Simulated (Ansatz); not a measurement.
Program: Ansatz. Geometries: PBE0-D4/def2-TZVP. ΔE: electronic, gas phase. CBS: MP2 limit from def2 TZ/QZ plus the TZ coupled-cluster correction, frozen cores. This one scheme is used for every species. DFT in def2-TZVPP. B3LYP here is the variant with VWN-RPA as its local correlation; programs differ in this. One conformer a species, not always the lowest.

Reaction (ligand exchange at a B–N bond): `BN[SiH]1CN1` + `COCN` → `BNCOC` + `N[SiH]1CN1`

`BN[SiH]1CN1`:

Z-matrix (Å, degrees):
```
Si
N 1 1.727
N 1 1.698 2 116.8
C 1 1.824 2 125.6 3 -59.0
H 1 1.475 2 108.8 3 145.9
B 2 1.400 1 126.0 3 -154.6
H 2 1.011 1 116.0 3 25.8
H 3 1.007 1 132.1 2 134.4
H 4 1.088 1 124.8 2 -2.7
H 4 1.091 1 118.0 2 -156.1
H 6 1.197 2 119.8 1 -179.3
H 6 1.198 2 118.8 1 0.7
```

`COCN`:

```xyz
11

C     0.632    0.689   -1.104
O     0.454    0.897    0.269
C    -0.599    0.133    0.826
N    -0.394   -1.276    0.924
H    -0.297    0.873   -1.662
H     1.391    1.392   -1.447
H     0.979   -0.328   -1.332
H    -0.736    0.543    1.828
H    -1.518    0.306    0.247
H     0.456   -1.495    1.427
H    -0.370   -1.734    0.024
```

`BNCOC`:

Cartesian coordinates in Å:
```
B 1.297 -1.906 -0.833
N 0.077 -1.308 -0.552
C -0.157 0.088 -0.391
O -0.462 0.355 0.953
C -0.777 1.705 1.161
H 1.349 -3.098 -0.921
H 2.257 -1.208 -0.991
H -0.742 -1.876 -0.393
H 0.746 0.629 -0.701
H -0.996 0.419 -1.024
H -1.013 1.826 2.218
H 0.067 2.361 0.909
H -1.646 2.015 0.565
```

`N[SiH]1CN1`:

Cartesian coordinates in Å:
```
N -0.715 -1.419 -0.969
Si -0.506 -0.178 0.166
C 1.037 0.623 0.733
N 0.206 1.269 -0.349
H -0.080 -1.574 -1.732
H -1.323 -2.200 -0.794
H -1.658 -0.226 1.095
H 1.037 1.115 1.707
H 2.041 0.349 0.412
H -0.039 2.241 -0.266
```

```json
{"level": "PBE-D4", "ΔE (kcal/mol)": "-1.6", "difference from CCSD(T)/CBS": "0.2"}
{"level": "r2SCAN-D4", "ΔE (kcal/mol)": "-1.8", "difference from CCSD(T)/CBS": "0.0"}
{"level": "PBE0-D4", "ΔE (kcal/mol)": "-1.8", "difference from CCSD(T)/CBS": "0.0"}
{"level": "B3LYP-D4", "ΔE (kcal/mol)": "-1.8", "difference from CCSD(T)/CBS": "0.0"}
{"level": "ωB97X-V", "ΔE (kcal/mol)": "-1.8", "difference from CCSD(T)/CBS": "0.0"}
{"level": "ωB97M-V", "ΔE (kcal/mol)": "-1.8", "difference from CCSD(T)/CBS": "0.0"}
{"level": "B2PLYP", "ΔE (kcal/mol)": "-2.0", "difference from CCSD(T)/CBS": "-0.2"}
{"level": "PBE", "ΔE (kcal/mol)": "-1.8", "difference from CCSD(T)/CBS": "0.0"}
{"level": "r2SCAN", "ΔE (kcal/mol)": "-1.9", "difference from CCSD(T)/CBS": "-0.1"}
{"level": "PBE0", "ΔE (kcal/mol)": "-2.0", "difference from CCSD(T)/CBS": "-0.2"}
{"level": "B3LYP", "ΔE (kcal/mol)": "-2.3", "difference from CCSD(T)/CBS": "-0.5"}
{"level": "HF/def2-TZVPP", "ΔE (kcal/mol)": "-2.0", "difference from CCSD(T)/CBS": "-0.2"}
{"level": "MP2/def2-TZVPP", "ΔE (kcal/mol)": "-1.8", "difference from CCSD(T)/CBS": "0.0"}
{"level": "SCS-MP2/def2-TZVPP", "ΔE (kcal/mol)": "-1.8", "difference from CCSD(T)/CBS": "0.0"}
{"level": "CCSD/def2-TZVPP", "ΔE (kcal/mol)": "-1.7", "difference from CCSD(T)/CBS": "0.1"}
{"level": "CCSD(T)/def2-TZVPP", "ΔE (kcal/mol)": "-1.5", "difference from CCSD(T)/CBS": "0.3"}
{"level": "HF/def2-QZVPP", "ΔE (kcal/mol)": "-2.2", "difference from CCSD(T)/CBS": "-0.4"}
{"level": "MP2/def2-QZVPP", "ΔE (kcal/mol)": "-2.0", "difference from CCSD(T)/CBS": "-0.2"}
{"level": "SCS-MP2/def2-QZVPP", "ΔE (kcal/mol)": "-2.1", "difference from CCSD(T)/CBS": "-0.3"}
{"level": "HF/CBS(def2)", "ΔE (kcal/mol)": "-2.2", "difference from CCSD(T)/CBS": "-0.4"}
{"level": "MP2/CBS(def2)", "ΔE (kcal/mol)": "-2.1", "difference from CCSD(T)/CBS": "-0.3"}
{"level": "CCSD/CBS(def2)", "ΔE (kcal/mol)": "-2.0", "difference from CCSD(T)/CBS": "-0.2"}
{"level": "CCSD(T)/CBS", "ΔE (kcal/mol)": "-1.8", "difference from CCSD(T)/CBS": "0"}
```

Largest T1 diagnostic among the species: 0.013.
